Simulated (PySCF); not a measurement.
# Orbital picture of WN⁺

PBE at R = 1.633 Å; PySCF, scalar-relativistic core potentials, basis sets W def2-TZVPPD with ECP60, N def2-TZVPPD. State: ³Δ (triplet), unpaired electrons σ ↑, δ ↑. Only the outer orbitals are listed, counted within each symmetry, core potentials removing the inner ones.

| spin | orbital | occ. | ε (eV) | on W (%) | main shells (%) |
| --- | --- | --- | --- | --- | --- |
| α | 4σ | 1 | -24.60 | 24 | 74 N s, 14 W d |
| α | 2π | 1 | -15.39 | 53 | 52 W d, 46 N p |
| α | 2π | 1 | -15.39 | 53 | 52 W d, 46 N p |
| α | 5σ | 1 | -14.72 | 40 | 41 N p, 40 W d, 19 N s |
| α | 1δ | 1 | -13.46 | 100 | 100 W d |
| α | 6σ | 1 | -12.73 | 95 | 86 W s |
| α | 1δ | 0 | -12.77 | 100 | 100 W d |
| α | 3π | 0 | -9.53 | 63 | 38 W d, 37 N p, 24 W p |
| α | 3π | 0 | -9.53 | 63 | 38 W d, 37 N p, 24 W p |
| β | 4σ | 1 | -24.77 | 23 | 76 N s, 12 W d |
| β | 2π | 1 | -15.16 | 43 | 56 N p, 42 W d |
| β | 2π | 1 | -15.16 | 43 | 56 N p, 42 W d |
| β | 5σ | 1 | -14.43 | 31 | 50 N p, 31 W d, 19 N s |
| β | 1δ | 0 | -11.66 | 100 | 100 W d |
| β | 6σ | 0 | -11.08 | 101 | 88 W s, 13 W d |
| β | 1δ | 0 | -10.97 | 100 | 100 W d |

Which are the highest filled and the lowest empty level, where do they sit, and how wide is the gap?

Highest filled α 6σ at -12.73 eV (in %: 86 W s); lowest empty α 1δ at -12.77 eV (in %: 100 W d); the gap at PBE is -0.04 eV.

```
bond order (Mayer)                                                                                                : 3.02
⟨S²⟩                                                                                                              : 2.021
charge on W (Mulliken, basis-dependent)                                                                           : 1.05
charge on W (Löwdin, basis-dependent)                                                                             : 1.17
dipole moment (positive dipole points towards N; it is taken about the centre of mass and depends on that origin) : -2.89 D
polarisability along the bond                                                                                     : 44.2 bohr³
polarisability across the bond                                                                                    : 35.9 bohr³
```

Shares are Mulliken populations and can fall outside 0 to 100 %.

Spin–orbit coupling is left out. The state is the lowest single determinant that the PBE0 search found; with open d or f shells the true ground state can be another one.
